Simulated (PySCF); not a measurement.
A structure optimised at ωB97X-D3(BJ)/def2-TZVP, used in a PySCF frequency run:

```xyz
4

O      0.0000     0.0000    -2.0226
B      0.0000     0.0000    -0.8250
B      0.0000     0.0000     0.8250
O      0.0000     0.0000     2.0226
```

Write its SMILES, formula and point group.

O=BB=O, B2O2, D∞h

What are its rotational constants (standard atomic weights)?

3.4706 GHz (linear rotor, B only)
